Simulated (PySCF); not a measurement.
Al(AsH2)(F)(H) (AlAsFH3), SMILES [AsH2][AlH][F].

The structure is a stationary point at PBE0-D3(BJ)/def2-TZVP. A frequency run showed that this geometry is not a minimum.

Method: PySCF with PBE/def2-TZVPD.

Gas-phase values at a fixed geometry.

The total energy is -2579.50916 hartree and the point group is Cs. The highest occupied level is -6.49 eV, the lowest empty level is -2.35 eV and the orbital gap comes out as 4.14 eV. The dipole moment is 1.10 D. The quadrupole, principal values (traceless, Buckingham form, about the centre of nuclear charge) is -9.35, 0.50, 8.85 D·Å and the mean static polarisability is 64.6 bohr³ (9.57 Å³). The polarisability, principal values is 53.9, 58.4, 81.4 bohr³.
